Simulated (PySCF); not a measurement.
Ge(F)(OH)2(NH2) (FGeH4NO2), SMILES [NH2][Ge]([OH])([OH])[F]. Geometry optimised at PBE0-D3(BJ)/def2-SVP. One conformer was computed; it need not be the lowest.

Give the equilibrium geometry at PBE0-D3(BJ)/def2-SVP (PySCF confirms it by a frequency run) as a Z-matrix, and its point group. (The exact figures need the calculation; the answer reports its results.)

One answer among several that fit: point group Cs.
```
Ge
F 1 1.7402
O 1 1.7561 2 103.92
H 3 0.9640 1 112.16 2 -21.42
O 1 1.7561 2 103.92 4 -114.04
H 5 0.9640 1 112.16 2 21.42
N 1 1.7817 2 114.31 4 127.09
H 7 1.0137 1 116.45 2 -112.05
H 7 1.0137 8 112.18 1 137.72
```
